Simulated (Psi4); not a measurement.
ClIn, singlet, geometry from GFN2-xTB (such geometries of metal compounds can be far from the true shape) (all electrons, no relativity), atoms displaced at random by about 0.002 Å a coordinate; BLYP/STO-3G in Psi4.

Here is a job for Psi4.
```
memory 2 GB

molecule mol {
0 1
In    0.000517    0.001605   -0.613968
Cl    0.002445   -0.002844    1.771580
}

set {
  basis sto-3g
  reference rks
  scf_type pk
}

energy('blyp')
print_variables()
```

Output, abridged:

```
   => Loading Basis Set <=

    Name: STO-3G
    Role: ORBITAL
    Keyword: BASIS

         ---------------------------------------------------------
                                   SCF
               by Justin Turney, Rob Parrish, Andy Simmonett
                          and Daniel G. A. Smith
                              RKS Reference
         ---------------------------------------------------------

  ==> Geometry <==

    Molecular point group: c2v
    Full point group: C_inf_v

    Geometry (in Angstrom), charge = 0, multiplicity = 1:

       Center              X                  Y                   Z               Mass
    ------------   -----------------  -----------------  -----------------  -----------------
         IN          -0.000000000000    -0.000000000000    -0.556605915459   114.903878776000
         CL           0.000000000000     0.000000000000     1.828947012289    34.968852682000

  Running in c2v symmetry.

  Rotational constants: A = ************  B =      0.11049  C =      0.11049 [cm^-1]
  Rotational constants: A = ************  B =   3312.42181  C =   3312.42181 [MHz]
  Nuclear repulsion =  184.780899790876248

  Charge       = 0
  Multiplicity = 1
  Electrons    = 66
  Nalpha       = 33
  Nbeta        = 33

  ==> Algorithm <==

  SCF Algorithm Type is PK.
  DIIS enabled.
  MOM disabled.
  Fractional occupation disabled.
  Guess Type is SAD.
  Energy threshold   = 1.00e-06
  Density threshold  = 1.00e-06
  Integral threshold = 1.00e-12

  ==> Primary Basis <==

  Basis Set: STO-3G
    Blend: STO-3G
    Number of shells: 16
    Number of basis functions: 36
    Number of Cartesian functions: 38
    Spherical Harmonics?: true
    Max angular momentum: 2

  ==> DFT Potential <==

   => LibXC <=

    Version 7.1.2
    S. Lehtola, C. Steigemann, M. J. T. Oliveira, and M. A. L. Marques,  SoftwareX 7, 1–5 (2018) (10.1016/j.softx.2017.11.002)

   => Composite Functional: BLYP <=

    BLYP GGA Exchange-Correlation Functional

    P.J. Stephens et. al., J. Phys. Chem., 98, 11623-11627, 1994
    B. Miehlich et. al., Chem. Phys. Lett., 157(3), 200-206 1989

    Deriv               =              1
    GGA                 =           TRUE
    Meta                =          FALSE

    Exchange Hybrid     =          FALSE
    MP2 Hybrid          =          FALSE

   => Exchange Functionals <=

    1.0000     XC_GGA_X_B88

   => Correlation Functionals <=

    1.0000     XC_GGA_C_LYP

   => LibXC Density Thresholds  <==

    XC_GGA_C_LYP:  1.00E-14
    XC_GGA_X_B88:  1.00E-15

   => Molecular Quadrature <=

    Radial Scheme          =       TREUTLER
    Pruning Scheme         =           NONE
    Nuclear Scheme         =       TREUTLER

    Blocking Scheme        =         OCTREE
    BS radius alpha        =              1
    Pruning alpha          =              1
    Radial Points          =             75
    Spherical Points       =            302
    Total Points           =          38780
    Total Blocks           =            356
    Max Points             =            256
    Max Functions          =             35
    Weights Tolerance      =       1.00E-15

  ==> Integral Setup <==

  Using in-core PK algorithm.
   Calculation information:
      Number of atoms:                   2
      Number of AO shells:              16
      Number of primitives:             48
      Number of atomic orbitals:        38
      Number of basis functions:        36

      Integral cutoff                 1.00e-12
      Number of threads:                 1

  Performing in-core PK
  Using 444222 doubles for integral storage.
  We computed 6992 shell quartets total.
  Whereas there are 9316 unique shell quartets.

  ==> DiskJK: Disk-Based J/K Matrices <==

    J tasked:                  Yes
    K tasked:                   No
    wK tasked:                  No
    Schwarz Cutoff:          1E-12

  Minimum eigenvalue in the overlap matrix is 3.4904290428E-01.
  Reciprocal condition number of the overlap matrix is 2.0217378984E-01.
    Using symmetric orthogonalization.

  ==> Pre-Iterations <==

  SCF Guess: Superposition of Atomic Densities via on-the-fly atomic UHF (no occupation information).

   -------------------------
    Irrep   Nso     Nmo
   -------------------------
     A1        18      18
     A2         2       2
     B1         8       8
     B2         8       8
   -------------------------
    Total      36      36
   -------------------------

  ==> Iterations <==

                        Total Energy        Delta E     RMS |[F,P]|

   @RKS iter SAD: -6137.85855600076593   -6.13786e+03   0.00000e+00
   @RKS iter   1: -6139.72572648189725   -1.86717e+00   2.10883e-02 DIIS/ADIIS
   @RKS iter   2: -6139.78512773777948   -5.94013e-02   1.07656e-02 DIIS/ADIIS
   @RKS iter   3: -6139.86645805877015   -8.13303e-02   5.25298e-03 DIIS/ADIIS
   @RKS iter   4: -6139.88278245998572   -1.63244e-02   3.87591e-04 DIIS/ADIIS
   @RKS iter   5: -6139.88287930108982   -9.68411e-05   1.56332e-04 DIIS/ADIIS
   @RKS iter   6: -6139.88289653189076   -1.72308e-05   1.00781e-05 DIIS
   @RKS iter   7: -6139.88289661094859   -7.90578e-08   1.98818e-06 DIIS
   @RKS iter   8: -6139.88289661360977   -2.66118e-09   1.96092e-08 DIIS
  Energy and wave function converged.

  ==> Post-Iterations <==

   Electrons on quadrature grid:
      Ntotal   =   65.9999970386 ; deviation = -2.961e-06

    Orbital Energies [Eh]
    ---------------------

    Doubly Occupied:

       1A1  -974.038834     2A1  -140.611878     1B1  -133.656067
       1B2  -133.656067     3A1  -133.655939     4A1   -99.528967
       5A1   -25.168029     2B2   -22.598786     2B1   -22.598786
       6A1   -22.597268     1A2   -15.065087     7A1   -15.065086
       8A1   -15.063720     3B1   -15.063709     3B2   -15.063709
       9A1    -8.836858    10A1    -6.689197     4B2    -6.681532
       4B1    -6.681532    11A1    -3.305981     5B1    -2.284688
       5B2    -2.284688    12A1    -2.277887    13A1    -0.594085
      14A1    -0.230913     6B2    -0.154541     6B1    -0.154541
      15A1    -0.127521    16A1    -0.099426     2A2    -0.099419
       7B2    -0.091022     7B1    -0.091022    17A1    -0.068685

    Virtual:

       8B2     0.042913     8B1     0.042913    18A1     0.185699

    Final Occupation by Irrep:
             A1    A2    B1    B2
    DOCC [    17,    2,    7,    7 ]
    NA   [    17,    2,    7,    7 ]
    NB   [    17,    2,    7,    7 ]

  @RKS Final Energy: -6139.88289661360977

   => Energetics <=

    Nuclear Repulsion Energy =            184.7808997908762478
    One-Electron Energy =               -8871.6158276433416177
    Two-Electron Energy =                2731.6932385684181099
    DFT Exchange-Correlation Energy =    -184.7412073295619734
    Empirical Dispersion Energy =           0.0000000000000000
    VV10 Nonlocal Energy =                  0.0000000000000000
    Total Energy =                      -6139.8828966136097733

Computation Completed

Properties will be evaluated at   0.000000,   0.000000,   0.000000 [a0]

Properties computed using the SCF density matrix

 Multipole Moments:

 ------------------------------------------------------------------------------------
     Multipole            Electronic (a.u.)      Nuclear  (a.u.)        Total (a.u.)
 ------------------------------------------------------------------------------------

 L = 1.  Multiply by 2.5417464519 to convert [e a0] to [Debye]
 Dipole X            :          0.0000000            0.0000000            0.0000000
 Dipole Y            :          0.0000000            0.0000000            0.0000000
 Dipole Z            :         -8.3068163            7.2157479           -1.0910684
 Magnitude           :                                                    1.0910684

 ------------------------------------------------------------------------------------

  Variable Map:
  ----------------------------------------------------------------------------
  "CURRENT ENERGY"              =>   -6139.882896613610
  "CURRENT REFERENCE ENERGY"    =>   -6139.882896613610
  "DD SOLVATION ENERGY"         =>       0.000000000000
  "DFT FUNCTIONAL TOTAL ENERGY" =>   -6139.882896613610
  "DFT TOTAL ENERGY"            =>   -6139.882896613610
  "DFT VV10 ENERGY"             =>       0.000000000000
  "DFT XC ENERGY"               =>    -184.741207329562
  "GRID ELECTRONS ALPHA"        =>      32.999998519324
  "GRID ELECTRONS BETA"         =>      32.999998519324
  "GRID ELECTRONS TOTAL"        =>      65.999997038648
  "NUCLEAR REPULSION ENERGY"    =>     184.780899790876
  "ONE-ELECTRON ENERGY"         =>   -8871.615827643342
  "PCM POLARIZATION ENERGY"     =>       0.000000000000
  "PE ENERGY"                   =>       0.000000000000
  "SCF ITERATION ENERGY"        =>   -6139.882896613610
  "SCF ITERATIONS"              =>       8.000000000000
  "SCF TOTAL ENERGY"            =>   -6139.882896613610
  "TWO-ELECTRON ENERGY"         =>    2731.693238568418
  "XC GRID RADIAL POINTS"       =>      75.000000000000
  "XC GRID SPHERICAL POINTS"    =>     302.000000000000
  "XC GRID TOTAL POINTS"        =>   38780.000000000000

  Array Variable Map:
  ----------------------------------------------------------------------------
  "CURRENT DIPOLE"              =>       0.000000000000 ... -1.091068407580 1 by 3
  "SCF DIPOLE"                  =>       0.000000000000 ... -1.091068407580 1 by 3
  "SCF TOTAL ENERGIES"          =>   -6137.858556000766 ... -6139.882896613610 1 by 9
```
